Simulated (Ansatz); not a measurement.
`CC[N](C)[Ge]([Cl])([Cl])[Cl]` + H₂S → `[SH][Ge]([Cl])([Cl])[Cl]` + `CCNC`  (ligand exchange at a Ge–N bond)

Gas-phase electronic energies from Ansatz, PBE0-D4/def2-TZVP geometries. CCSD(T)/CBS adds triple-zeta CCSD(T) − MP2 to the extrapolated MP2 energy (def2 sets, frozen cores). This one scheme is used for every species. Functionals use def2-TZVPP. B3LYP here is the variant with VWN-RPA as its local correlation; programs differ in this. For Ge outer-core shells are correlated without core-valence functions, which leaves a few kJ/mol of doubt a bond. Scalar relativity is left out up to krypton. One conformer a species, not always the lowest.

```
             level  ΔE (kJ/mol)  difference from CCSD(T)/CBS
         r2SCAN-D4        -26.9                        -10.2
           PBE0-D4        -28.8                        -12.1
          B3LYP-D4        -23.9                         -7.2
        r2SCANh-D4        -27.1                        -10.4
        r2SCAN0-D4        -27.1                        -10.4
          BHLYP-D4        -23.7                         -7.0
      CAM-B3LYP-D4        -20.2                         -3.5
          PBE-QIDH        -25.3                         -8.6
               PBE        -38.4                        -21.7
            r2SCAN        -30.4                        -13.7
     CCSD/def2-SVP         -8.2                          8.5
     HF/def2-TZVPP        -34.4                        -17.7
SCS-MP2/def2-TZVPP        -15.1                          1.6
     HF/def2-QZVPP        -34.2                        -17.5
     MP2/CBS(def2)        -15.9                          0.8
    CCSD/CBS(def2)        -19.2                         -2.5
       CCSD(T)/CBS        -16.7                            0
```

(1) What do rigid-rotor, harmonic-oscillator terms from PBE0-D4/def2-TZVP frequencies (298.15 K, 1 bar) make of the CCSD(T)/CBS value? (An estimate is asked.)

Largest T1 diagnostic among the species: 0.010.

Answers

(1) Computed: ΔZPE = +11.4 kJ/mol, ΔH = -8.5 kJ/mol, ΔS = 12 J/(mol·K), ΔG = -11.9 kJ/mol. Modes under 50 cm⁻¹ make the entropy rough.

The D4 term adds +12.9 kJ/mol with B3LYP and +8.1 kJ/mol with PBE0; it sums over pairs of atoms, weighted by their polarisabilities, and B3LYP, whose exchange is more repulsive, gets the larger term. From BLYP to BHLYP (50 % exact exchange), in def2-TZVPP and without D4, ΔE moves by +6.2 kJ/mol. In def2-TZVPP, CCSD(T) changes the Hartree–Fock value by +21.0 kJ/mol (the triples alone add +2.6 kJ/mol) and MP2 by +21.7 kJ/mol.
